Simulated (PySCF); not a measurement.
# A thermochemical cycle for SrBr

r²SCAN in PySCF with def2-SVP on every atom (core potentials on Sr), for the lowest determinant that a PBE0 search found; no spin–orbit coupling. SrBr, a doublet (σ ↑), has De = 4.17 eV to neutral atoms, and SrBr⁺, a singlet (closed shell), has De = 4.01 eV to Sr⁺ + Br.

At the same level the Sr atom ionises at 5.43 eV.

Q: What is the adiabatic ionisation energy of the molecule, and does ionisation strengthen or weaken the bond?

A: IE = IE(Sr) + De(neutral) − De(ion) = 5.43 + 4.17 − 4.01 = 5.59 eV. De changes by -0.16 eV, so ionisation weakens the bond.

For an ion De counts to the pair picked by the measured ionisation energies or electron affinities, which need not be the lowest pair at this level. States were picked by a PBE0 search and need not be the measured ground states.
